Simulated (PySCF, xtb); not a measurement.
C5H7F, SMILES F[C@@H]1C(=CC1)C.

xtb 6.7.1 with GFN2-xTB at its own geometry gives an orbital gap of 4.95 eV and a dipole moment of 2.17 D.

Geometry: PBE-D3(BJ)/def2-SVP. The structure was generated by enumeration; whether it is a known compound was not checked.

Problem. What does PBE/def2-TZVP (PySCF) give? (An estimate is asked for; the answer gives what the named calculation found.)

Solution. gap 5.11 eV (levels -6.12 and -1.01 eV), dipole 1.71 D.
